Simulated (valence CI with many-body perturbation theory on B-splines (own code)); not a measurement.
Values are calculated unless marked as measured or tabulated.
# Bi43+: what the settings do

Level of theory: relativistic CI+MBPT: four valence electrons over a frozen Dirac-Fock core [Kr], a basis of 6 s, 6 p, 5 d, 5 f, 1 g functions for each j, with the one-electron correlation potential Σ1 (screened to all orders), the two-electron term Σ2, the three-electron term Σ3, Breit, model QED; selected single and double excitations, second order for the rest, scaled by the run's own slope (own B-spline code, finite nucleus).

No measured spectrum was set against this ion. As an estimate, large intervals hold to a few tenths of a per cent, small ones and those within an open d or f shell to about a per cent. Only levels of the ground parity were solved; by the run's estimate the other parity begins above the list, which can be wrong where configurations are misplaced.

The reference run has the lowest level (4d3/2^4) J=0 and an ionisation energy of 2191.27 eV. Its largest variational space holds 8654 state functions.

Levels are named by their leading jj configuration (3d3/2^4 stands for four electrons in 3d with j = 3/2), which in mixed levels can hold well under half, so a name can repeat and another be missing. Letters in brackets count levels of one name in rising energy.

Changed runs:
A. correlating orbitals by l 3 3 3 3 1 → 4 3 4 3 3
B. factor on the speed of light 1 → 100; QED terms on → off
C. highest l in the core sums 6 → 3; three-electron term on → off
D. correlating orbitals by l 3 3 3 3 1 → 0 0 0 0 0 (bad on purpose)

Excitation energies of the reference run in cm⁻¹, and shifts in cm⁻¹:

| Level | Reference | A | C | D |
| --- | --- | --- | --- | --- |
| (4d3/2^3 4d5/2) J=1 | 237498 | +52 | -667 | -623 |
| (4d3/2^3 4d5/2) J=4 | 285112 | -1.2 | +687 | +71 |
| (4d3/2^3 4d5/2) J=2 | 293188 | +23 | -3.3 | +226 |
| (4d3/2^3 4d5/2) J=3 | 305182 | +8.9 | +611 | +371 |
| (4d3/2^2 4d5/2^2) J=0 [a] | 508332 | +64 | -185 | -696 |
| (4d3/2^2 4d5/2^2) J=2 [a] | 509788 | +61 | -659 | -365 |
| (4d3/2^2 4d5/2^2) J=4 [a] | 521446 | +49 | -152 | -530 |
| (4d3/2^2 4d5/2^2) J=3 [a] | 525892 | +60 | +66 | -404 |
| (4d3/2^2 4d5/2^2) J=5 | 543378 | +24 | +678 | -150 |
| (4d3/2^2 4d5/2^2) J=6 | 557026 | +1.4 | +882 | +23 |
| (4d3/2^2 4d5/2^2) J=1 | 558232 | +39 | -25 | +297 |
| (4d3/2^2 4d5/2^2) J=3 [b] | 570765 | +20 | +631 | +553 |
| Ionisation energy (eV) | 2191.27 | +0.014 | +1.08 | -0.18 |

Run B ends with another lowest level, (4d3/2^2 4d5/2^2) J=0, and an ionisation energy of 2171.01 eV.
